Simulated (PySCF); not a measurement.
CH5FMoN2, multiplicity 1. Atoms are numbered in the order given.

```xyz
10

Mo    -0.0279    -0.0816     0.0000
N     -1.0124    -0.0882    -1.4070
H     -1.8889    -0.1616    -1.9195
N     -1.0124    -0.0882     1.4070
H     -1.8889    -0.1616     1.9195
F      1.2836    -1.4123     0.0000
C      0.7878     1.8549     0.0000
H      0.0219     2.6427     0.0000
H      1.4101     1.9620    -0.9038
H      1.4101     1.9620     0.9038
```
Charge 0, spin multiplicity 1.

The structure is a stationary point at PBE0-D3(BJ)/def2-SVP. The spin state was assumed, not searched. The structure was generated by enumeration; whether it is a known compound was not checked. The def2 effective core potentials stand for the cores of Mo; spin–orbit coupling is left out.

Method: CAM-B3LYP/def2-TZVP (PySCF).

The molecule is in vacuum.

**Question.** Estimate the frontier levels, gap, dipole moment and polarisability. (The exact figures need the calculation; the answer reports its results.)

**Answer.** 
```
Item                                                                                                           Result
---------------------------------------------------------------------------------------------  ----------------------
highest occupied level                                                                                       -9.38 eV
lowest empty level                                                                                           -0.84 eV
orbital gap                                                                                                   8.54 eV
dipole moment                                                                                                  2.57 D
quadrupole, principal values (traceless, Buckingham form, about the centre of nuclear charge)   -7.76, 0.52, 7.24 D·Å
mean static polarisability                                                                       65.8 bohr³ (9.75 Å³)
polarisability, principal values                                                               54.8, 70.8, 71.9 bohr³
```
